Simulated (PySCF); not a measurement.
Si(F)(Me)(NH2)2 (CH₇FN₂Si), SMILES C[Si](N)(N)F. The structure is a stationary point at PBE-D3(BJ)/def2-SVP. The structure was generated by enumeration, and PubChem lists no compound with its InChIKey, so it may never have been made. Other conformers were not sampled.

Computed equilibrium geometry at PBE-D3(BJ)/def2-SVP (PySCF confirms it by a frequency run) as bond lengths and angles (one conformer of several):
Atoms: C1 Si2 N3 N4 F5 H6 H7 H8 H9 H10 H11 H12. Bond lengths (Å): C1–Si2 1.876, C1–H6 1.110, C1–H7 1.109, C1–H8 1.109, Si2–N3 1.724, Si2–N4 1.731, Si2–F5 1.653, N3–H9 1.023, N3–H10 1.022, N4–H11 1.022, N4–H12 1.021. Angles (°): Si2–C1–H6 111.3, Si2–C1–H7 111.4, Si2–C1–H8 110.5, H6–C1–H7 108.0, H6–C1–H8 107.3, H7–C1–H8 108.1, C1–Si2–N3 108.2, C1–Si2–N4 119.4, C1–Si2–F5 105.1, N3–Si2–N4 106.2, N3–Si2–F5 115.2, N4–Si2–F5 103.1, Si2–N3–H9 119.1, Si2–N3–H10 120.4, H9–N3–H10 111.3, Si2–N4–H11 119.3, Si2–N4–H12 119.7, H11–N4–H12 111.3.
